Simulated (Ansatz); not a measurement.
Total energies of cyclo-(F2SnO)3 (Sn3O3F6) from Ansatz at PBE0-D4/def2-SVP, gas phase (1 Eh = 27.2114 eV = 2625.5 kJ/mol). The reference geometry is relaxed at PBE-D4/def2-SVP.

```
                 state   geometry  energy (Eh)
      charge 0 singlet  reference  -1466.41181
      charge 1 doublet  reference  -1465.95335
     charge -1 doublet  reference  -1466.52837
free Sn atom (triplet)          –   -214.25429
 free F atom (doublet)          –    -99.54906
 free O atom (triplet)          –    -74.92490
```

In the def2 sets Sn takes a core potential; there is no spin–orbit coupling.

**Question.** Work out the vertical ionisation energy to the doublet.

**Answer.** E(charge 1 doublet) − E(charge 0 singlet) = -1465.95335 − (-1466.41181) = 0.45846 Eh = 12.48 eV. For comparison, −ε of the highest occupied level is 10.71 eV at this level, 1.77 eV less.

**Question.** Work out the vertical electron affinity, to the doublet.

**Answer.** E(charge 0 singlet) − E(charge -1 doublet) = -1466.41181 − (-1466.52837) = 0.11656 Eh = 3.17 eV. The basis lacks diffuse functions, which makes affinities too small.

**Question.** Give the fundamental gap IE − EA, the Mulliken electronegativity (IE + EA)/2 and the hardness (IE − EA)/2.

**Answer.** From the values in Eh: IE − EA = 0.45846 − 0.11656 = 0.34190 Eh = 9.30 eV; (IE + EA)/2 = 7.82 eV; (IE − EA)/2 = 4.65 eV. The HOMO–LUMO gap of the same run is 5.90 eV, 3.40 eV smaller than the fundamental gap.

**Question.** What is the binding energy per atom against free atoms?

**Answer.** Atoms: 3 × (-214.25429) + 6 × (-99.54906) + 3 × (-74.92490) = -1464.83193 Eh. Binding: -1464.83193 − (-1466.41181) = 1.57988 Eh = 42.99 eV, or 3.58 eV for each of 12 atoms (no zero-point energy, no counterpoise term).
